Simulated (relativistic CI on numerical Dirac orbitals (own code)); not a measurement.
# Ta50+: sensitivity of the levels to the model

Base calculation: Dirac-Coulomb-Breit CI, orbitals from a KLI potential per configuration, model QED, unscaled Slater integrals.

Configurations in the expansion (outside the closed core [Ne]): 3s²3p⁶3d⁵, 3s²3p⁵3d⁶, 3s²3p⁴3d⁷, 3s3p⁶3d⁶, 3p⁶3d⁷, 3s3p⁵3d⁷, 3s²3p⁶3d⁴4s, 3s²3p⁶3d⁴4p, 3s²3p⁴3d⁶4s, 3s²3p⁶3d⁴4d, 3s²3p⁴3d⁶4p, 3s²3p⁵3d⁵4s, 3s²3p⁶3d⁴4f, 3s3p⁵3d⁶4s, 3s²3p⁵3d⁵4p, 3s3p⁵3d⁶4p, 3p⁶3d⁶4s, 3s²3p⁶3d³4s², 3p⁶3d⁶4p, 3s²3p⁶3d³4s4p, 3s²3p⁶3d⁴5s, 3p⁶3d⁵4s². Levels of other configurations are missing.

Variants: (1) P86 correlation estimate; (2) configuration mixing switched off. Shifts of the energy above 3s²3p⁶3d⁵ ⁴P5/2, in eV, for the lowest level and the first level of each name with at least 55 % of one term (blank where a level changes its place among those of its configuration and J or its character, or is not in the variant):

```
            Level     Base    Δ(1)    Δ(2)
  3s²3p⁶3d⁵ ⁴P5/2    0.000   0.000   0.000
  3s²3p⁶3d⁵ ²D3/2   97.332   0.000  +0.634
  3s²3p⁶3d⁵ ⁴G9/2  130.379  -0.001  -1.494
 3s²3p⁶3d⁵ ²I13/2  133.748  -0.002  -2.437
  3s²3p⁶3d⁵ ⁴D1/2  134.839  -0.001  -0.590
  3s²3p⁶3d⁵ ²G7/2  145.245  -0.001  -0.810
  3s²3p⁶3d⁵ ⁴F5/2  146.981   0.000  -0.233
  3s²3p⁶3d⁵ ²P3/2  178.025   0.000  +0.738
3s²3p⁵3d⁶ ⁴H°13/2  431.689  +0.347  -3.064
3s²3p⁵3d⁶ ⁴I°15/2  440.350  +0.347  -3.347
```

At this charge energies of transitions that change n are usually good to better than 1 %, and those within a shell (Δn = 0) to a few per cent.

Ionisation energy from the two ground configurations alone: base 4537.67 eV; P86 correlation estimate 4539.73 eV. The NIST ASD value (theoretical) is 4537 eV.

LS names give the leading component of a level, which can be under half, so a name can repeat, a term be missing and a line seem to break the LS rules.
